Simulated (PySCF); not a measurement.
# Phosphorus: a sound run and one with changed settings

Sound run: P⁺ [Ne] 3s2 3p2, P²⁺ [Ne] 3s2 3p1. Computed with PySCF 2.14 in cc-pVDZ-DK (4s3p1d, 18 functions), with scalar relativity by spin-free X2C-1e. In the sound run the correlated levels freeze [Ne]. The sound run starts from symmetry-adapted Hartree-Fock orbitals and uses a fine grid where one is needed.

Changed run: the non-relativistic Hamiltonian (point nucleus). This setting is unsound on purpose.

```json
{"species": "P⁺", "method": "UHF", "sound run (hartree)": "-341.15877", "changed run (hartree)": "-340.16394", "converged": "yes"}
{"species": "P⁺", "method": "r2SCAN", "sound run (hartree)": "-341.66386", "changed run (hartree)": "-340.66956", "converged": "yes"}
{"species": "P⁺", "method": "MN15", "sound run (hartree)": "-341.68688", "changed run (hartree)": "-340.69317", "converged": "yes"}
{"species": "P⁺", "method": "MP2", "sound run (hartree)": "-341.20817", "changed run (hartree)": "-340.21335", "converged": "yes"}
{"species": "P⁺", "method": "CCSD(T)", "sound run (hartree)": "-341.22954", "changed run (hartree)": "-340.23481", "converged": "yes"}
{"species": "P²⁺", "method": "UHF", "sound run (hartree)": "-340.45437", "changed run (hartree)": "-339.45911", "converged": "yes"}
{"species": "P²⁺", "method": "r2SCAN", "sound run (hartree)": "-340.93090", "changed run (hartree)": "-339.93611", "converged": "yes"}
{"species": "P²⁺", "method": "MN15", "sound run (hartree)": "-340.95961", "changed run (hartree)": "-339.96530", "converged": "yes"}
{"species": "P²⁺", "method": "MP2", "sound run (hartree)": "-340.49260", "changed run (hartree)": "-339.49738", "converged": "yes"}
{"species": "P²⁺", "method": "CCSD(T)", "sound run (hartree)": "-340.51279", "changed run (hartree)": "-339.51771", "converged": "yes"}
```

Ionisation energy of P⁺:

```csv
method,sound run (eV),changed run (eV)
UHF,19.168,19.179
r2SCAN,19.945,19.958
MN15,19.790,19.806
MP2,19.472,19.482
SCS-MP2,19.395,19.406
CCSD,19.495,19.505
CCSD(T),19.504,19.513
```

Most of the change in total energy is the relativistic energy itself. On top of that the contraction fixes the core shape for the Hamiltonian it was made with, so the changed run is not a good calculation with the other Hamiltonian either.

For comparison, NIST gives 19.769 eV between the lowest levels.
